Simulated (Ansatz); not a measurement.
Consider the ligand exchange at the Si–C bond: `C[SiH2]C[SiH2]F` + `[SH][Ti]([Cl])([Cl])[Cl]` → `C[SiH2][S][Ti]([Cl])([Cl])[Cl]` + `C[SiH2]F`.

Computed with Ansatz on PBE0-D4/def2-TZVP structures; ΔE is electronic, products minus reactants. CCSD(T)/CBS adds triple-zeta CCSD(T) − MP2 to the extrapolated MP2 energy (def2 sets, frozen cores). Functionals use def2-TZVPP. B3LYP here is the variant with VWN-RPA as its local correlation; programs differ in this. For Ti outer-core shells are correlated without core-valence functions, which leaves a few kJ/mol of doubt a bond. Scalar relativity is left out up to krypton. One conformer a species, not always the lowest.

**Question.** Is it downhill or uphill in electronic energy at CCSD(T)/CBS, and by how much? (Best estimate.)

**Answer.** Computed: Downhill: ΔE = -0.83 eV.

**Question.** What do these levels give: r2SCAN-D4, PBE0-D4, B3LYP-D4, ωB97X-V, ωB97M-V, B2PLYP, HF/def2-TZVPP, CCSD/def2-TZVPP, CCSD(T)/def2-TZVPP, SCS-MP2/def2-QZVPP, MP2/CBS(def2), CCSD/CBS(def2)? (Estimate.)

**Answer.** The calculation gave: r2SCAN-D4 -0.80, PBE0-D4 -0.80, B3LYP-D4 -0.80, ωB97X-V -0.75, ωB97M-V -0.76, B2PLYP -0.78, HF/def2-TZVPP -0.70, CCSD/def2-TZVPP -0.74, CCSD(T)/def2-TZVPP -0.78, SCS-MP2/def2-QZVPP -0.85, MP2/CBS(def2) -0.93, CCSD/CBS(def2) -0.78 eV.

Largest T1 diagnostic among the species: 0.026, so the coupled-cluster value is less sure than usual.

The D4 term adds −0.09 eV with B3LYP and −0.05 eV with PBE0; it sums over pairs of atoms, weighted by their polarisabilities, and B3LYP, whose exchange is more repulsive, gets the larger term. In def2-TZVPP, CCSD(T) changes the Hartree–Fock value by −0.08 eV (the triples alone add −0.05 eV) and MP2 by −0.18 eV.
